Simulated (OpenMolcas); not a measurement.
Mo4+ (d2) in a complex was computed by SS-CASPT2, IPEA 0.5 Eh, imaginary shift 0.1 Eh with the d shell active (OpenMolcas, ANO-RCC-VTZP on the metal). Its lowest spin-free states, and all those of the highest spin:

```tsv
2S+1	Degeneracy	E (cm-1)
3	1	0
1	2	4530
3	3	5510
3	3	8800
1	1	9290
1	3	9300
1	3	10830
3	3	13560
1	2	14500
1	3	15150
1	1	24810
```

Is the site octahedral, tetrahedral or cube-like, axial, or of lower symmetry?

The states with 2S+1 = 3 have orbital degeneracies 1, 3, 3, 3. Threefold states need a cubic site. For d2 at this spin an octahedron puts the threefold T1 below the threefold T2 and a tetrahedron or cube puts the single A2 below the threefold T2, so the site is a tetrahedron or a cube, which this pattern cannot tell apart. The first gap at this spin, 5510 cm-1, is |10Dq| in ligand-field theory. The run had Mo4+ with 4 ligands (sulfide) in tetrahedral coordination (Td) at 2.44 Å. A charge of +1 e stands 2.4 Å behind each ligand. Ligand basis ANO-RCC-VDZP.

Roots that are degenerate in the reference are averaged as groups; the widest CASPT2 spread within a group is 320 cm-1 (the 2-fold group of multiplicity 1 near 14500 cm-1 above the lowest state of its run). Shifts and gaps below about the spread of the groups concerned are not significant. Over all roots computed the reference weight is 0.64 to 0.66; a low but even weight reflects the number of correlated electrons. The least metal-like active orbital is 73 % on the metal (Löwdin) and no ligand orbital is active, so the numbers are rough. The sulfide ions are held by bare point charges, a crude embedding. Ligand-to-metal charge-transfer states are missing. With no ligand orbital active B as a rule stays too high, so bands that hang on it stand too high and its fall with covalency is understated. With one d shell and no ligand orbital active, 10Dq can be off by a tenth or more. The distance lies 6 % over the 2.3 Å that this model takes as the normal distance (a Shannon-type radius plus a fixed donor radius); by an R⁻⁵ law this alone changes a d-shell field by about -26 %. No measured value stands beside these numbers; the geometry is a model, was not optimised and need not be the one that this ion takes.
